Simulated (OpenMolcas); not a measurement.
Ionisation energies of indium

```
Program             : OpenMolcas
Basis               : ANO-R3 [8s7p5d3f2g1h]
Scalar Hamiltonian  : X2C, finite nucleus
Spin-orbit coupling : RASSI with atomic mean-field integrals over the reference wave functions, term energies averaged over their components
```

Active shells in each charge state: the valence s, p shells, with orbitals averaged over the low states. Where CASPT2's correlated closed shells are named, they are those of the first ion.

A. CASSCF
B. SS-CASPT2, IPEA 0.25 Eh, imaginary shift 0.1 Eh (closed shells correlated: 4d)
C. SS-CASPT2, IPEA 0.25 Eh, imaginary shift 0.1 Eh (closed shells correlated: none)
D. SS-CASPT2, IPEA 0.25 Eh, imaginary shift 0.1 Eh (closed shells correlated: 4s 4p 4d)
E. SS-CASPT2, IPEA 0 Eh, imaginary shift 0.1 Eh (closed shells correlated: 4d)

Energies in eV between the lowest computed levels (charge -1 gives the electron affinity), named as in B; reference values from the NIST Atomic Spectra Database with their kind.

```json
{"From": "In- 5s² 5p² ³P₀", "To": "In 5s² 5p ²P°_1/2", "A": "-0.377", "B": "0.056", "C": "-0.026", "D": "0.054", "E": "0.137", "Spin-orbit share in B": "-0.050", "Reference": ""}
{"From": "In 5s² 5p ²P°_1/2", "To": "In+ 5s² ¹S₀", "A": "4.854", "B": "5.704", "C": "5.412", "D": "5.720", "E": "5.816", "Spin-orbit share in B": "+0.175", "Reference": "5.786 (measured)"}
{"From": "In+ 5s² ¹S₀", "To": "In2+ 5s ²S_1/2", "A": "17.864", "B": "18.721", "C": "17.920", "D": "18.815", "E": "18.720", "Spin-orbit share in B": "+0.000", "Reference": "18.870 (measured)"}
{"From": "In2+ 5s ²S_1/2", "To": "In3+ 4d¹⁰ ¹S₀", "A": "26.602", "B": "28.011", "C": "26.602", "D": "28.159", "E": "28.070", "Spin-orbit share in B": "+0.000", "Reference": "28.044 (measured)"}
```

Error against the reference values, in %:

| From | Reference | A | B | C | D | E |
| --- | --- | --- | --- | --- | --- | --- |
| In | measured | -16.1 | -1.4 | -6.5 | -1.1 | +0.5 |
| In+ | measured | -5.3 | -0.8 | -5.0 | -0.3 | -0.8 |
| In2+ | measured | -5.1 | -0.1 | -5.1 | +0.4 | +0.1 |

Mean absolute error over the 3 measured values: A 1.13 eV, B 0.09 eV, C 0.92 eV, D 0.08 eV, E 0.07 eV.

No diffuse functions were added, so the electron affinity comes out too small, and without dynamic correlation a bound anion can come out unbound.

° marks odd parity.
